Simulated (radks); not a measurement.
Q: These are the eigenvalues of the occupied orbitals of an atom or ion with whole-number occupations (eV). Method: non-relativistic Kohn-Sham, PBE, spin-polarised, spherical densities, point nucleus; computed with a radial shooting solver on a logarithmic mesh with Libxc functionals.

| orbital | eigenvalue |
|---|---|
| 1s up | -60695.71 |
| 1s down | -60695.66 |
| 2s up | -11695.65 |
| 2s down | -11691.23 |
| 2p up | -11293.76 |
| 2p down | -11290.56 |
| 3s up | -4170.429 |
| 3s down | -4166.542 |
| 3p up | -3992.810 |
| 3p down | -3988.605 |
| 3d up | -3672.222 |
| 3d down | -3666.793 |

Which element is it, and in what charge state? The configuration may be excited. Open shells, if any, are filled with parallel spins first.

A: Z = 71, lutetium, charge +44: Lu44+ in [Ar] 3d9. The list shows which subshells hold electrons but not how many an open one holds; the 1s level, -2230.5 hartree, gives Z - s = 66.8 by -(Z - s)^2/2, which with screening narrows Z to a few neighbours, and the depths of the outer levels then fix element, charge and occupations together.
